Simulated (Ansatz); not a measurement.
TiOCl2 (TiCl₂O). Charge 0, multiplicity 1. Geometry PBE-D4/def2-SVP; atoms count from 1.

```xyz
4

Ti   -0.055    0.253    0.045
O    -1.455    0.109    0.797
Cl    1.695   -0.280    1.308
Cl   -0.185   -0.081   -2.150
```

Estimate the Mulliken populations from the PBE0/def2-TZVP orbitals of Ansatz.


```tsv
atom	charge (e)	d electrons
Ti1	1.23	2.28
O2	-0.46	–
Cl3	-0.38	–
Cl4	-0.38	–
```
Mulliken values and Mayer orders depend strongly on the basis.

And the Mayer bond orders between bonded heavy atoms (over 0.3)?

Ti1–O2 2.22 (1.60 Å); Ti1–Cl3 1.03 (2.22 Å); Ti1–Cl4 1.03 (2.22 Å).
